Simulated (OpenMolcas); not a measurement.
## Cr2+: the spin-orbit constant, Racah parameters, worked from levels

| Quantity | Value |
| --- | --- |
| Program | OpenMolcas |
| Basis | ANO-RCC-VTZP [6s5p3d2f1g] |
| Scalar Hamiltonian | DKH2, point nucleus |
| Active space | 4 electrons in 5 orbitals (3d) |
| State averaging | 2S+1 = 5 even, 5 roots; 2S+1 = 3 even, 45 roots; 2S+1 = 1 even, 50 roots |
| Spin-orbit coupling | RASSI with atomic mean-field integrals over the reference wave functions, term energies averaged over their components |

Methods: CASSCF; MS-CASPT2, IPEA 0.25 Eh, imaginary shift 0.1 Eh (closed shells correlated: 3s 3p). Measured levels: Sugar and Corliss, J. Phys. Chem. Ref. Data 6, 317 (1977).

**The spin-orbit constant.** For the Hund term 5D of d4, E(J) = (A/2) J(J+1) + constant and ζ = 2S·A = 4A. From J = 0 to J = 4 the energy changes by 10 A.

```tsv
Source	E(4) - E(0)	A	ζ
CASSCF	621.3	62.1	249
MS-CASPT2	623.6	62.4	249
measured	576.1	57.6	230
```

All in cm-1. MS-CASPT2 is off by +8.2 % and CASSCF by +7.8 %. Both methods take the spin-orbit matrix elements from the reference wave functions, so the second can move ζ only through the term energies and any multistate remixing. Second-order mixing with other terms is absorbed into this ζ.

**Racah parameters.** Above 5D, d4 has 3G at 9B + 4C, 3H at 4B + 4C and 3D at 16B + 4C. The first two fix B and C, and the third tests them; where it misses by thousands of cm-1, two parameters do not describe the configuration (Trees and configuration-interaction terms are left out) and B and C hang on the terms chosen. Term energies are centres of gravity, weighted by 2J + 1.

```tsv
Source	3G	3H	B	C	C/B	3D from B, C	3D found
CASSCF	25147	19892	1051	3922	3.73	32504	32401
MS-CASPT2	21016	17317	740	3589	4.85	26196	26087
measured	20521	17065	691	3575	5.17	25356	25418
```

Energies in cm-1. From CASSCF to MS-CASPT2, B changes by -29.6 % and C by -8.5 %. Against the measured terms, MS-CASPT2 has B off by +7.1 % and C by +0.4 %.

CASPT2 breaks the degeneracy within a term, and the mean is taken; among the terms shown or strongly mixed into the levels shown the widest spread is 420 cm-1 (3d4 3H, MS-CASPT2). Without dynamic correlation excited terms often stand tens of per cent too high (terms of higher spin than the ground term too low), and those without a measured partner can miss by more than the paired ones (holds for CASSCF). Measured partners are found by configuration, term and J. A level has none where our copy of the source lacks it or the pairing is in doubt (some pairs that miss far off the trend of their configuration count as doubtful), and it then counts in no deviation. Levels of configurations outside the active space are missing.
